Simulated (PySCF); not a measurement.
C$_{2}$F$_{4}$, charge +1, doublet, at a GFN2-xTB geometry (a state made from the parent by changing its charge; the spin is typed, not shown lowest). Base run: CAMB3LYP/cc-pVDZ (PySCF).

PySCF was given this input:
```python
from pyscf import gto, scf, dft

mol = gto.M(
    atom='''
F    -1.352717    0.000828    1.122684
C    -0.708521   -0.026139    0.022923
F    -1.418627   -0.103069   -1.033023
C     0.708521    0.026139   -0.022923
F     1.352717   -0.000828   -1.122684
F     1.418627    0.103069    1.033023
''',
    basis='cc-pvdz',
    charge=1,
    spin=1,
    verbose=4,
    symmetry=True,
)

mf = dft.UKS(mol)
mf.xc = 'camb3lyp'
mf.kernel()
mf.analyze()
```

Variants of this job, named by their change:

| change | ΔE vs base (eV) | point group used | SCF cycles | outcome |
|---|---|---|---|---|
| base | 0.00 | D2h | 9 | converged |
| symmetry_subgroup = D2 | - | - | - | input refused |
| symmetry_subgroup = C2v | 0.00 | C2v | 9 | converged |
| symmetry_subgroup = C2h | 0.00 | C2h | 9 | converged |
| irrep_nelec = Ag:(5, 6) B1g:(1, 1) B2g:(1, 1) B3g:(4, 4) Au:(1, 1) B1u:(5, 5) B2u:(5, 4) B3u:(2, 1) | 13.50 | D2h | 10 | converged |
| irrep_nelec = Ag:(6, 6) B1g:(1, 1) B2g:(1, 1) B3g:(4, 4) Au:(2, 1) B1u:(5, 5) B2u:(4, 4) B3u:(1, 1) | 37.53 | D2h | 11 | converged |
| irrep_nelec = Ag:(6, 6) B1g:(1, 1) B2g:(1, 1) B3g:(4, 4) Au:(1, 1) B1u:(4, 5) B2u:(4, 4) B3u:(3, 1) | 24.42 | D2h | 9 | converged |
| irrep_nelec = Ag:(7, 6) B1g:(1, 1) B2g:(1, 1) B3g:(4, 4) Au:(0, 1) B1u:(5, 5) B2u:(4, 4) B3u:(2, 1) | 16.28 | D2h | 9 | converged |
| symmetry = off | 0.00 | C1 | 9 | converged |

Open shells are given as the SCF converged; they aren't shown to be the lowest states, and a large step between rows can be another state.

- symmetry_subgroup = D2: ended with `pyscf.lib.exceptions.PointGroupSymmetryError: D2 not in Ablien subgroup of D2h`
